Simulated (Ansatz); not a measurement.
`CCC#N` and `N#CC[SiH3]` differ in one atom or group.

Ansatz, PBE0-D4/def2-TZVP geometries, multiplicity 1. 

| property | `CCC#N` |
| --- | --- |
| size of the dipole moment (ωB97M-V/def2-TZVPP) / D | 4.10 |
| LUMO energy (PBE0/def2-TZVPP) / eV | 0.51 |
| HOMO energy (B3LYP/def2-TZVPP) / eV | -9.08 |
| LUMO energy (ωB97M-V/def2-TZVPP) / eV | 2.07 |
| LUMO energy (B3LYP/def2-TZVPP) / eV | 0.18 |
| HOMO–LUMO gap (PBE0/def2-TZVPP) / eV | 9.82 |

Q: Give the same properties after the change, and the shifts. (Best estimate.)

A: The calculation gave: 
| property | `N#CC[SiH3]` | shift |
| --- | --- | --- |
| size of the dipole moment (ωB97M-V/def2-TZVPP) / D | 4.00 | -0.10 |
| LUMO energy (PBE0/def2-TZVPP) / eV | -0.01 | -0.52 |
| HOMO energy (B3LYP/def2-TZVPP) / eV | -8.72 | 0.36 |
| LUMO energy (ωB97M-V/def2-TZVPP) / eV | 1.53 | -0.54 |
| LUMO energy (B3LYP/def2-TZVPP) / eV | -0.26 | -0.44 |
| HOMO–LUMO gap (PBE0/def2-TZVPP) / eV | 8.94 | -0.88 |

With PBE0 the HOMO rises by 0.36 eV and the LUMO falls by 0.52 eV, so the gap narrows by about 0.88 eV. PBE moves the HOMO by 0.29 eV and ωB97M-V by 0.46 eV. Dipoles are sizes alone; their direction can turn.

B3LYP here is the variant with VWN-RPA as its local correlation; programs differ in this.
